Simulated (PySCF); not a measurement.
Species: C2H5OPSi.
Z-matrix (Å and degrees, PBE0-D3(BJ)/def2-SVP geometry), rows numbered from 1:
```
O 
C   1  1.1559
P   2  1.6830  1  174.06
C   3  1.8841  2   97.89  1  -170.48
Si  4  1.8880  3  114.34  2   -61.55
H   4  1.1026  3  103.40  2  -179.78
H   4  1.1012  3  111.18  2    66.26
H   5  1.4923  4  109.65  3   -56.18
H   5  1.4945  4  109.10  3    63.40
H   5  1.4966  4  110.53  3  -176.85
```

Computed with PySCF at PBE0/pcSseg-1 and CAM-B3LYP/def2-SVPD, non-relativistic, on one gas-phase PBE0-D3(BJ)/def2-SVP geometry that isn't relaxed in the solvent. The solvent is an IEF-PCM continuum (van der Waals radii × 1.2). The model holds no explicit solvent molecules, cavitation or dispersion.

Gas phase at PBE0/pcSseg-1: HOMO -6.58 eV, LUMO -2.02 eV, dipole 1.69 D.

Task: What does the continuum do to the energy, the frontier levels and the dipole at PBE0/pcSseg-1 in tetrahydrofuran and acetonitrile?

Result: 
```tsv
solvent	ε	E(solvent) − E(gas) (kcal/mol)	polarisation term (kcal/mol)	distortion of the solute (kcal/mol)	HOMO (eV)	LUMO (eV)	dipole (D)
tetrahydrofuran	7.426	-2.04	-2.29	0.25	-6.52	-1.90	2.17
acetonitrile	35.69	-2.48	-2.85	0.37	-6.52	-1.89	2.27
```

The first energy column is the sum of the next two and covers electrostatics alone. From tetrahydrofuran to acetonitrile the lowering changes by a factor 1.21, Onsager's factor (ε − 1)/(2ε + 1) by 1.18 and ε itself by 4.8.

Task: Which radius a makes the point-dipole formula ΔE = −[(ε − 1)/(2ε + 1)]·μ²/a³ give the value in acetonitrile, with the gas-phase dipole?

Result: μ = 0.666 au and |ΔE| = 0.00395 Eh give a = 2.00 Å; the farthest nucleus lies 3.04 Å from the centroid of the nuclei, so such a sphere wouldn't even hold the nuclei. The formula assumes a rigid point dipole at the centre of a sphere.

Task: Which Mulliken charges (PBE0/pcSseg-1) respond most in acetonitrile (means over atoms taken as equivalent)?

Result: 
| atoms | environment | gas (e) | solvent (e) | change |
| --- | --- | --- | --- | --- |
| P3 | phosphorus bonded to 2 C | +0.206 | +0.164 | -0.042 |
| C2 | central carbon of cumulated double bonds | +0.102 | +0.126 | +0.024 |
| O1 | oxygen bonded to C | -0.214 | -0.236 | -0.022 |
| H6/H7 | methylene hydrogen | +0.191 | +0.210 | +0.019 |
| Si5 | SiH3 silicon | +0.495 | +0.512 | +0.017 |
| C4 | sp3 carbon bound to silicon | -0.760 | -0.750 | +0.010 |

Task: Which Mayer bond orders change most in acetonitrile?

Result: 
| bond | length (Å) | gas | solvent | change |
| --- | --- | --- | --- | --- |
| O1–C2 | 1.156 | 2.117 | 2.106 | -0.011 |
| C4–H6 | 1.103 | 0.934 | 0.925 | -0.009 |
| C4–Si5 | 1.888 | 0.874 | 0.881 | +0.007 |
| C4–H7 | 1.101 | 0.926 | 0.921 | -0.005 |
| Si5–H9 | 1.494 | 0.945 | 0.941 | -0.004 |
| Si5–H10 | 1.497 | 0.935 | 0.939 | +0.004 |
| C2–P3 | 1.683 | 1.542 | 1.539 | -0.003 |
| Si5–H8 | 1.492 | 0.948 | 0.945 | -0.003 |

Task: How do the nuclear quadrupole coupling constants eQVzz/h respond in acetonitrile?

Result: 
| nucleus | Q (barn) | gas (MHz) | solvent (MHz) | η gas | η solvent |
| --- | --- | --- | --- | --- | --- |
| 17O at O1 | -0.0256 | 4.46 | 4.38 | 0.82 | 0.74 |

Gas phase at CAM-B3LYP/def2-SVPD: HOMO -7.74 eV, LUMO -0.85 eV, dipole 1.75 D.

Task: What does the continuum do to the energy, the frontier levels and the dipole at CAM-B3LYP/def2-SVPD in acetonitrile?

Result: 
```json
{"solvent": "acetonitrile", "ε": "35.69", "E(solvent) − E(gas) (kcal/mol)": "-2.51", "polarisation term (kcal/mol)": "-2.98", "distortion of the solute (kcal/mol)": "0.47", "HOMO (eV)": "-7.67", "LUMO (eV)": "-0.72", "dipole (D)": "2.44"}
```

Task: How does the static polarisability (CAM-B3LYP/def2-SVPD, frozen core, with the continuum's full static response) change?

Result: 
| medium | isotropic (au) | principal values (au) | ⟨r²⟩ of the electrons (bohr²) |
| --- | --- | --- | --- |
| gas | 80.3 | 63.9, 81.8, 95.2 | 783.0 |
| acetonitrile | 114.0 | 91.8, 113.0, 137.3 | 783.6 |

The isotropic value in acetonitrile is 1.42 times the gas-phase one; no cavity-field correction is applied. ⟨r²⟩ is taken about the centre of nuclear charge.
